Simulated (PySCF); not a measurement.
Hf(OH)2(H)2 (H4HfO2), SMILES [OH][HfH2][OH], multiplicity 1.

Geometry optimised at PBE0-D3(BJ)/def2-TZVP. The multiplicity is an assumed one; other spin states were not compared. The def2 effective core potentials stand for the cores of Hf; spin–orbit coupling is left out. The values are those of a single conformer.

Computed with PBE/def2-TZVPD in PySCF.

Symmetry labels are those of the subgroup C2v that the program uses (full group C2v).

Computed valence orbital energies around the gap with their symmetry:
```
orbital  symmetry  energy (eV)
-------  --------  -----------
HOMO−7         A1       -13.04
HOMO−6         B1       -12.37
HOMO−5         A1        -8.52
HOMO−4         A2        -8.50
HOMO−3         B2        -8.27
HOMO−2         B1        -8.24
HOMO−1         A1        -7.08
HOMO           B2        -6.33
LUMO           A1        -1.94
LUMO+1         A2        -1.03
LUMO+2         A1        -0.89
LUMO+3         B1        -0.79
```
